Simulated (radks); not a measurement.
Results of a calculation; reference values are marked as such.
Question: The tungsten ion W2+, configuration [Xe] 4f14 5d4. Code: a radial shooting solver on a logarithmic mesh with Libxc functionals. Model: scalar-relativistic Kohn-Sham, PBE, spin-polarised, spherical densities, point nucleus; open shells are filled with parallel spins first (spin-orbit coupling, left out, can overturn this in heavy ions). Some entries of the table are withheld. Estimate them.

orbital,occ.,eigenvalue (eV),<r> (bohr),<r^2> (bohr^2)
1s down,1,-69514.24,0.01834,0.0004628
1s up,1,-69514.23,0.01834,0.0004628
2s up,1,-12010.99,0.07756,0.007118
2s down,1,-12010.81,0.07756,0.007118
2p up,3,-10504.99,0.06944,0.005892
2p down,3,-10504.85,0.06944,0.005892
3s up,1,-2778.370,0.2010,0.04621
3s down,1,-2778.328,0.2010,0.04621
3p up,3,-2332.475,0.2013,0.04699
3p down,3,-2332.425,0.2013,0.04698
3d up,5,-1820.017,0.1824,0.03897
3d down,5,-1819.904,0.1824,0.03898
4s up,1,-585.7931,0.4495,0.2281
4s down,1,-585.6450,0.4495,0.2281
4p up,3,-439.5533,0.4780,0.2599
4p down,3,-439.4183,0.4780,0.2599
4d up,5,-254.3062,0.5114,0.3031
4d down,5,-254.1443,0.5112,0.3028
5s up,1,-95.6798,1.071,1.290
5s down,1,-93.9691,1.063,1.269
5p up,3,-60.1060,(1),1.779
5p down,3,-57.7881,(2),1.746
4f up,7,-49.1823,0.6102,0.4691
4f down,7,-48.7998,0.6051,0.4589
5d up,4,-20.9587,1.863,4.061
5d down,0,-18.0120,1.877,4.149

Answer: 
(1) 5p up <r> (bohr): 1.253
(2) 5p down <r> (bohr): 1.241
